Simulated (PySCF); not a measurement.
# Assigning NMR signals

Cartesian coordinates in Å; atom numbers follow the order of the lines, from 1:
```xyz
16

C     2.610    1.564    0.610
C     1.515    1.185    0.297
C     0.211    0.773   -0.084
C    -0.641    1.746   -0.588
P    -2.269    1.494   -1.116
C    -2.406   -0.208   -0.815
C    -1.414   -1.013   -0.297
C    -0.148   -0.575    0.064
C     0.856   -1.539    0.619
H     3.569    1.889    0.886
H    -0.255    2.757   -0.657
H    -3.357   -0.664   -1.059
H    -1.636   -2.065   -0.160
H     1.171   -1.228    1.616
H     1.747   -1.564   -0.008
H     0.441   -2.543    0.680
```

- σ from GIAO-PBE0/pcSseg-1
- coordinates at the GFN2-xTB level
- run in PySCF 2.14.0 with density-fitted response routines
- non-relativistic Hamiltonian, rapidly exchanging positions averaged, gas phase, one computed conformer

Chemical shifts δ = σref − σ; 13C (186.93 ppm) and 1H (31.72 ppm) vs TMS, all at this level.

Question: Assign these signals to the numbered atoms. 13C{1H} NMR (computed): δ 171.1 (CH), 165.2 (CH), 148.4 (C), 139.8 (CH), 131.8 (C), 94.5 (CH), 88.4 (C), 27.3 (CH3).

Answer: 
| δ (ppm) | atoms | environment | reason |
| --- | --- | --- | --- |
| 171.1 | C4 | aromatic CH | – |
| 165.2 | C6 | aromatic CH | – |
| 148.4 | C8 | substituted aromatic carbon | – |
| 139.8 | C7 | aromatic CH | the aromatic region |
| 131.8 | C3 | substituted aromatic carbon | – |
| 94.5 | C1 | terminal alkyne carbon | the triple bond shields along its axis, which puts it between sp3 and sp2 carbons |
| 88.4 | C2 | alkyne carbon | sp carbons lie upfield of alkene carbons because the cylindrical π system leaves one tensor component strongly shielded |
| 27.3 | C9 | methyl carbon on an aromatic ring | aliphatic region, no heteroatom directly attached |

Question: Assign these signals to the numbered atoms. 1H NMR (600 MHz, computed): δ 9.52 (m, 1H), 9.10 (m, 1H), 8.12 (m, 1H), 3.28 (s, 1H), 2.75 (s, 3H).

Answer: 
9.52 → H11, hydrogen on an aromatic CH: it sits in the deshielding region of the aromatic ring current
9.10 → H12, hydrogen on an aromatic CH
8.12 → H13, hydrogen on an aromatic CH
3.28 → H10, hydrogen on a terminal alkyne carbon: it lies on the axis of the triple bond, in its shielding cone
2.75 → H14/H15/H16, hydrogen on a methyl carbon on an aromatic ring: benzylic-type position, deshielded by the ring

Splittings by 31P in the carbon and heteronuclear signals aren't shown, as no couplings were computed. Shifts are as computed. Against solution values, carbons near 30 ppm lie about +3 ppm off and those near 130 ppm about +5 ppm. Of 1211 compounds with measured shifts, 218 miss one by over three times the rms of a fit or turn the order of signals round; such compounds aren't used in these exercises. Multiplicities follow the n + 1 count of equivalent neighbours, as no J values were calculated; m marks all less simple cases, F and P coupling included.
